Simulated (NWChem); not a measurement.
Everything below was run with NWChem. System: Ge (-1), charge -1, spin multiplicity 4. Its SCF solution wasn't tested for a lower state. Level: ROCCSD(T)/def2-TZVPD, 9 core orbitals frozen.

NWChem printed:

```
             Northwest Computational Chemistry Package (NWChem) 7.3.0
             --------------------------------------------------------

                                NWChem Input Module
                                -------------------

 Scaling coordinates for geometry "geometry" by  1.889725989
 (inverse scale =  0.529177249)

                             Geometry "geometry" -> ""
                             -------------------------

 Output coordinates in angstroms (scale by  1.889725989 to convert to a.u.)

  No.       Tag          Charge          X              Y              Z
 ---- ---------------- ---------- -------------- -------------- --------------
    1 Ge                  32.0000     0.00000000     0.00000000     0.00000000

 Effective nuclear repulsion energy (a.u.)       0.0000000000

            Nuclear Dipole moment (a.u.)
            ----------------------------
        X                 Y               Z
 ---------------- ---------------- ----------------
     0.0000000000     0.0000000000     0.0000000000

      Symmetry information
      --------------------

 Group name             D2h
 Group number             26
 Group order               8
 No. of unique centers     1

      Symmetry unique atoms

     1


 Summary of "ao basis" -> "" (spherical)
 ------------------------------------------------------------------------------
       Tag                 Description            Shells   Functions and Types
 ---------------- ------------------------------  ------  ---------------------
 *                         def2-tzvpd                 on all atoms

 Summary of "ao basis" -> "ao basis" (spherical)
 ------------------------------------------------------------------------------
       Tag                 Description            Shells   Functions and Types
 ---------------- ------------------------------  ------  ---------------------
 Ge                        def2-tzvpd               18       54   7s5p5d1f

                                 NWChem SCF Module
                                 -----------------

  ao basis        = "ao basis"
  functions       =    54
  atoms           =     1
  closed shells   =    15
  open shells     =     3
  charge          =  -1.00
  wavefunction    = ROHF
  use symmetry    = T
  symmetry adapt  = T

 Summary of "ao basis" -> "ao basis" (spherical)
 ------------------------------------------------------------------------------
       Tag                 Description            Shells   Functions and Types
[...]
     2   1 1 0     -0.000000      0.000000      0.000000
     2   1 0 1     -0.000000     -0.000000      0.000000
     2   0 2 0    -18.596353    -10.652100      0.000000
     2   0 1 1     -0.000000      0.000000      0.000000
     2   0 0 2    -18.596353    -10.652100      0.000000

                   NWChem Extensible Many-Electron Theory Module
                   ---------------------------------------------


            General Information
            -------------------
      Number of processors :     1
         Wavefunction type : Restricted open-shell Hartree-Fock
          No. of electrons :    33
           Alpha electrons :    18
            Beta electrons :    15
           No. of orbitals :   108
            Alpha orbitals :    54
             Beta orbitals :    54
        Alpha frozen cores :     9
         Beta frozen cores :     9
     Alpha frozen virtuals :     0
      Beta frozen virtuals :     0
         Spin multiplicity : quartet
    Number of AO functions :    54
       Number of AO shells :    18
        Use of symmetry is : on
      Symmetry adaption is : on
         Schwarz screening : 0.10D-09

          Correlation Information
          -----------------------
          Calculation type : Coupled-cluster singles & doubles w/ perturbation
   Perturbative correction : (T)
            Max iterations :      100
        Residual threshold : 0.10D-05
     T(0) DIIS level shift : 0.00D+00
     L(0) DIIS level shift : 0.00D+00
     T(1) DIIS level shift : 0.00D+00
     L(1) DIIS level shift : 0.00D+00
     T(R) DIIS level shift : 0.00D+00
     T(I) DIIS level shift : 0.00D+00
   CC-T/L Amplitude update :  5-th order DIIS
                I/O scheme : Global Array Library
        L-threshold :  0.10D-05
        EOM-threshold :  0.10D-05
 no EOMCCSD initial starts read in
 TCE RESTART OPTIONS
 SLICE:      F
 D4D5:       F
 quantumc:   F
 qrotation:  F
 pwtce:      F
 qducc:      F
 nacto:                         0
 nrotv:                         0
 nrot:                          0

            Memory Information
            ------------------
          Available GA space size is     249030968 doubles
          Available MA space size is     104852236 doubles

 Maximum block size supplied by input
 Maximum block size        24 doubles

 tile_dim =     11

 -------------------------------------------------

 Global array virtual files algorithm will be used

 Parallel file system coherency ......... OK

 4-electron integrals stored in orbital form

 v2    file size   =           110524
 4-index algorithm nr.  13 is used
 imaxsize =       30
 imaxsize ichop =        0


CCSD iterations
 ---------------------------------------------------------
 Iter          Residuum       Correlation     Cpu    Wall
 ---------------------------------------------------------
    1   0.1215948583646  -0.2131752452805     1.0     1.0
    2   0.0198449972787  -0.2029966717498     1.0     1.0
    3   0.0057343567955  -0.2068944767211     1.0     1.0
    4   0.0018910067254  -0.2064494671887     1.0     1.0
    5   0.0007419419468  -0.2067269154831     1.0     1.0
    6   0.0002504427609  -0.2067098351646     1.0     1.0
    7   0.0001047606815  -0.2067025730844     0.9     0.9
    8   0.0000522315614  -0.2067022978683     1.0     1.0
    9   0.0000254498539  -0.2067016879315     0.9     0.9
   10   0.0000136352159  -0.2067021692315     1.0     1.0
   11   0.0000024504370  -0.2067022891061     1.0     1.0
   12   0.0000008332550  -0.2067020671707     1.0     1.0
 -----------------------------------------------------------------
 Iterations converged
 CCSD correlation energy / hartree =        -0.206702067170654
 CCSD total energy / hartree       =     -2075.546197951420709

 Singles contributions

 Doubles contributions
 CCSD(T)
 Using plain CCSD(T) code
             total no. of tasks        12060
 total no. of tasks / no. procs        12060
                         wl_min            1           1.0
                         wl_max        35937           5.7
        thresh for no. of tasks        12060

 CCSD[T]  correction energy / hartree =        -0.008748454818557
 CCSD[T] correlation energy / hartree =        -0.215450521989211
 CCSD[T] total energy / hartree       =     -2075.554946406239196
 CCSD(T)  correction energy / hartree =        -0.008015278472774
 CCSD(T) correlation energy / hartree =        -0.214717345643428
 CCSD(T) total energy / hartree       =     -2075.554213229893321

 Task  times  cpu:       15.1s     wall:       15.1s

 Total times  cpu:       15.1s     wall:       15.1s
```

Question: Write an NWChem input that would produce this output.

Answer: Several could match; the one computed here: 
```
start mol
memory heap 100 mb stack 700 mb global 1900 mb
charge -1
geometry units angstroms nocenter noautoz
  Ge     0.000000     0.000000     0.000000
  symmetry group D2h
end
basis spherical
  * library def2-tzvpd
end
scf
  rohf
  nopen 3
  maxiter 100
  thresh 1e-7
  semidirect memsize 60000000 filesize 0
  # guess.movecs holds the orbitals of an unrestricted PBE0 run
  vectors input guess.movecs output mol.movecs
end
tce
  freeze core 9
  ccsd(t)
  2eorb
  2emet 13
  thresh 1e-6
  maxiter 100
  tilesize 24
end
task tce energy
```
